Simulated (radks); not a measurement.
Effect of the nuclear size on the germanium ion Ge+, [Ar] 3d10 4s2 4p1. Calculated with a radial shooting solver on a logarithmic mesh with Libxc functionals: Dirac Kohn-Sham, LDA (Slater exchange, Perdew-Wang correlation), spin-unpolarised, spherical densities, finite nucleus; open shells are shared between the two j in proportion to 2j + 1; Fermi nuclear charge, rms radius 4.0742 fm. The rms radius is varied about that value; shifts are against it.

[
 {"rms radius (fm)": "3.4427", "total energy shift (eV)": "-0.0968", "density at nucleus (e/bohr^3)": "3.19e+04", "1s1/2 shift (meV)": "-41.1", "2s1/2 shift (meV)": "-4.00", "3p1/2 shift (meV)": "0.064", "4s1/2 shift (meV)": "-0.043"},
 {"rms radius (fm)": "3.7157", "total energy shift (eV)": "-0.0568", "density at nucleus (e/bohr^3)": "3.175e+04", "1s1/2 shift (meV)": "-24.2", "2s1/2 shift (meV)": "-2.35", "3p1/2 shift (meV)": "0.038", "4s1/2 shift (meV)": "-0.025"},
 {"rms radius (fm)": "4.0742", "total energy shift (eV)": "0", "density at nucleus (e/bohr^3)": "3.156e+04", "1s1/2 shift (meV)": "0.000", "2s1/2 shift (meV)": "0.000", "3p1/2 shift (meV)": "0.000", "4s1/2 shift (meV)": "0.000"},
 {"rms radius (fm)": "4.4572", "total energy shift (eV)": "0.0661", "density at nucleus (e/bohr^3)": "3.139e+04", "1s1/2 shift (meV)": "28.1", "2s1/2 shift (meV)": "2.73", "3p1/2 shift (meV)": "-0.044", "4s1/2 shift (meV)": "0.029"},
 {"rms radius (fm)": "4.7709", "total energy shift (eV)": "0.124", "density at nucleus (e/bohr^3)": "3.125e+04", "1s1/2 shift (meV)": "52.9", "2s1/2 shift (meV)": "5.14", "3p1/2 shift (meV)": "-0.082", "4s1/2 shift (meV)": "0.055"}
]

Slopes of the eigenvalues against <r^2> in GHz/fm^2, as finite differences over the two radii next to the reference (eigenvalue slopes, not the field-shift constants of lines): 1s1/2 2090, 2s1/2 203, 3p1/2 -3.25, 4s1/2 2.18.
